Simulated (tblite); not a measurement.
Compound: CF3SO2Cl.
SMILES: `O=S(=O)(Cl)C(F)(F)F`

Computed values, GFN2-xTB/tblite, gas phase, harmonic and unscaled. This tight-binding method is rough: wavenumbers can miss measured ones by several per cent, in bad cases by 10 to 20.

Harmonic wavenumbers (cm⁻¹): 35.7, 93.8, 119.9, 212.3, 252.8, 289.2, 328.8, 336.3, 463.4, 473.5, 491.9, 534.4, 682.6, 1059.8, 1152.6, 1158.5, 1175.0, 1333.8.

A = 2108, B = 1335, C = 1168 MHz; mass 167.926 u (most abundant isotopes); point group Cs, symmetry number 1.

Zero-point energy?

Half the sum of the wavenumbers: 5097 cm⁻¹ = 60.98 kJ/mol.

Entropy at 298.15 K, 1 bar (ideal gas, RRHO, classical rotation)?

Translation 172.75, rotation 121.21, vibration 97.00: S = 391.0 J/(mol K).

And Cp and H(298.15 K) − H(0)?

Cp = 123.01 J/(mol K), of which vibrations give 89.75 (their classical limit is 18 R = 149.7); H(298.15 K) − H(0) = 24.81 kJ/mol without the zero-point energy, 14.90 from vibrations.

Blend soft modes into free rotors: weight 1/[1 + (100 cm⁻¹/ν̃)⁴] for the oscillator and the rest for a rotor with moment μB/(μ + B), μ = h/(8π²ν), B = 10⁻⁴⁴ kg m². What vibrational entropy results?

88.35 J/(mol K) in place of 97.00, which changes −T·S at 298.15 K by +2.58 kJ/mol.

What must be added to the electronic energy to get the Gibbs energy at 298.15 K and 1 bar?

ZPE + [H(298.15 K) − H(0)] − T·S = 60.98 + 24.81 − 116.57 = -30.78 kJ/mol.

Which modes carry the vibrational entropy at 298.15 K?

35.7 cm⁻¹: 22.95; 93.8 cm⁻¹: 14.98; 119.9 cm⁻¹: 12.98; 212.3 cm⁻¹: 8.47; 252.8 cm⁻¹: 7.16; 289.2 cm⁻¹: 6.19 J/(mol K); the other 12 give 24.29 together.

Hindered rotation and anharmonicity are outside this model.

Conformer computed: `[O:1]=[S:2](=[O:3])([Cl:4])[C:5]([F:6])([F:7])[F:8]`: O1–S2–C5–F6 -66°.
